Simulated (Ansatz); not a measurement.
## Ansatz (development build ahead of 0.2.0) run

```yaml
crystal:
  periodic: [false, false, false]
  atoms:
    - { symbol: Fe, position_ang: [0.0, 0.0, 0.0] }
    - { symbol: "N", position_ang: [0.0, 2.9882, 0.0] }
    - { symbol: P, position_ang: [0.0, -3.5181, 0.0] }
basis:
  gaussian: { orbitals: pcseg-2 }
magnetization:
  spin_polarized: true
  initial_magnetization: 2
hamiltonian:
  xc: r2scan
```

The input is written out in the form of the current development build from the run's settings.

The run gave:

```
Converged                       : yes
Total energy                    : -1659.50337 hartree
Spin squared of the determinant : 5.554
Stability test                  : minimum
```

Caution: other spin multiplicities were not run; the unrestricted determinant is a mixture of spin states.
